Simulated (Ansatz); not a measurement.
`[F][GeH2][SiH2]S` + `N=C[SiH3]` → `[F][GeH2]/[N]=C/[SiH3]` + `[SiH3]S`  (cleavage of the Ge–Si bond)

Calculated with Ansatz (gas phase, PBE0-D4/def2-TZVP geometries, no zero-point term in ΔE). CCSD(T)/CBS is the MP2 limit (def2-TZVPP, def2-QZVPP) plus CCSD(T) − MP2 in def2-TZVPP, frozen cores. Functionals use def2-TZVPP. For Ge outer-core shells are correlated without core-valence functions, which leaves a few kJ/mol of doubt a bond. Scalar relativity is left out up to krypton. One conformer a species, not always the lowest.

`[F][GeH2][SiH2]S`:

Z-matrix (Å, degrees):
```
Ge
Si 1 2.389
F 1 1.748 2 106.9
H 1 1.541 2 113.2 3 115.8
H 1 1.540 2 114.7 3 -116.5
S 2 2.137 1 111.5 3 -65.3
H 2 1.489 1 108.5 3 170.8
H 2 1.483 1 110.0 3 51.1
H 6 1.344 2 94.8 1 -58.6
```

`N=C[SiH3]`:

Cartesian coordinates in Å:
```
N 0.187 1.684 0.246
C 0.188 0.467 0.607
Si -0.229 -0.881 -0.648
H 0.428 2.306 1.022
H 0.425 0.165 1.640
H -1.407 -1.648 -0.160
H 0.919 -1.824 -0.742
H -0.512 -0.269 -1.966
```

`[F][GeH2]/[N]=C/[SiH3]`:

Cartesian coordinates in Å:
```
F 2.255 -0.675 1.670
Ge 1.617 0.914 1.316
N 0.166 0.731 0.189
C -0.220 -0.412 -0.204
Si -1.715 -0.560 -1.361
H 1.164 1.513 2.650
H 2.731 1.687 0.605
H 0.288 -1.341 0.107
H -1.289 -1.245 -2.611
H -2.248 0.790 -1.658
H -2.750 -1.403 -0.704
```

`[SiH3]S`:

Z-matrix (Å, degrees):
```
Si
S 1 2.137
H 1 1.485 2 111.6
H 1 1.485 2 111.6 3 -122.0
H 1 1.482 2 104.8 3 119.0
H 2 1.344 1 94.7 3 60.9
```

```csv
species,PBE energy (Eh)
`[F][GeH2][SiH2]S`,-2866.92657
`N=C[SiH3]`,-385.08918
`[F][GeH2]/[N]=C/[SiH3]`,-2562.21761
`[SiH3]S`,-689.79607
```

Work out ΔE.

ΔE = (-2562.21761) + (-689.79607) − (-2866.92657) − (-385.08918) = 0.00207 Eh = +0.06 eV. CCSD(T)/CBS gives -0.07 eV.

Largest T1 diagnostic among the species: 0.013.
